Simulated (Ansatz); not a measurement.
Start from `BC(=O)CCl` and change one atom or group to get `BC=O`.

Ansatz, PBE0-D4/def2-TZVP geometries, multiplicity 1. Each molecule was computed in one conformer, which needn't be the lowest. `BC(=O)CCl` holds a close contact that its SMILES doesn't draw: Cl···B 2.37 Å.

```csv
property,`BC(=O)CCl`
HOMO–LUMO gap (ωB97M-V/def2-TZVPP) / eV,10.57
size of the dipole moment (ωB97M-V/def2-TZVPP) / D,2.66
LUMO energy (B3LYP/def2-TZVPP) / eV,-1.31
"ideal-gas entropy at 298 K and 1 bar (rigid rotor, harmonic PBE0-D4/def2-TZVP) / J/(mol·K)",321
HOMO–LUMO gap (PBE0/def2-TZVPP) / eV,6.22
LUMO energy (ωB97M-V/def2-TZVPP) / eV,0.94
```

Q: Give the same properties after the change, and the shifts. (An estimate is asked.)

A: Computed: 
```
                                                                                  property  `BC=O`  shift
                                                   HOMO–LUMO gap (ωB97M-V/def2-TZVPP) / eV   10.79   0.22
                                        size of the dipole moment (ωB97M-V/def2-TZVPP) / D    2.14  -0.52
                                                       LUMO energy (B3LYP/def2-TZVPP) / eV   -1.77  -0.46
ideal-gas entropy at 298 K and 1 bar (rigid rotor, harmonic PBE0-D4/def2-TZVP) / J/(mol·K)     268    -53
                                                      HOMO–LUMO gap (PBE0/def2-TZVPP) / eV    6.31   0.09
                                                     LUMO energy (ωB97M-V/def2-TZVPP) / eV    0.65  -0.29
```

With PBE0 the HOMO falls by 0.53 eV and the LUMO falls by 0.43 eV, so the gap widens by about 0.10 eV. PBE moves the HOMO by -0.65 eV and ωB97M-V by -0.51 eV. The zero-point energy changes by -52.6 kJ/mol with -9 modes. Dipoles are sizes alone; their direction can turn.

B3LYP here is the variant with VWN-RPA as its local correlation; programs differ in this.
